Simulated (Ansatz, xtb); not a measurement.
## C5H7GeN: which of two isomers lies lower

Structure I is `[GeH3][c]1ccccn1`, a singlet and structure II is `[GeH3][c]1cccnc1`, a singlet. Both are isolated molecules in the gas phase, relaxed with PBE-D3(BJ)/def2-SVP.

Quicker runs give these differences E(II) − E(I): GFN2-xTB +1.42 kcal/mol; HF/STO-3G −1.10 kcal/mol (at GFN2-xTB geometries); r2SCAN-D4/def2-SVP −1.28 kcal/mol (at GFN2-xTB geometries).

Estimate which is lower in electronic energy at CCSD(T)/def2-SVP + ΔMP2/def2-TZVPP, and by roughly how much.

CCSD(T)/def2-SVP + ΔMP2/def2-TZVPP gives E(II) − E(I) = −1.19 kcal/mol, favouring structure II, but this leans on the basis-set step: CCSD(T) alone gives −0.80 kcal/mol.

Level by level:

```
                             level             geometry  E(II) − E(I) (kcal/mol)  departure from the last row (kcal/mol)  job, with rough time for the two
                          GFN2-xTB             GFN2-xTB                     +1.42                                   +2.61              optimisation, 0.25 s
                         HF/STO-3G             GFN2-xTB                     −1.10                                   +0.09               single point, 1.6 s
                r2SCAN-D4/def2-SVP             GFN2-xTB                     −1.28                                   −0.10               single point, 8.4 s
               PBE-D3(BJ)/def2-SVP  PBE-D3(BJ)/def2-SVP                     −0.44                                   +0.75             optimisation, 2.2 min
                       HF/def2-SVP  PBE-D3(BJ)/def2-SVP                     −0.99                                   +0.19           part of the CCSD(T) run
                      MP2/def2-SVP  PBE-D3(BJ)/def2-SVP                     −0.68                                   +0.51           part of the CCSD(T) run
                  CCSD(T)/def2-SVP  PBE-D3(BJ)/def2-SVP                     −0.80                                   +0.39                      single point
CCSD(T)/def2-SVP + ΔMP2/def2-TZVPP  PBE-D3(BJ)/def2-SVP                     −1.19                                                       single point, 4 min
```

As drawn, both hold the same kinds of bond in the same numbers.

GFN2-xTB puts the two in the other order. PBE-D3(BJ)/def2-SVP finds them nearly level. The largest departure from CCSD(T)/def2-SVP + ΔMP2/def2-TZVPP is that of GFN2-xTB, 2.61 kcal/mol. A small imaginary or near-zero mode remains, so no thermal terms are given. The last row adds to CCSD(T) the change of the MP2 difference between the two basis sets, here −0.39 kcal/mol.

The correlated steps freeze 15 core orbitals; the filled d shell of Ge is correlated, in a basis made for valence electrons. Run with Ansatz 0.2.0, xtb 6.7.1; the last row on 2 threads of Intel(R) Xeon(R) Processor @ 2.70GHz on a shared host.
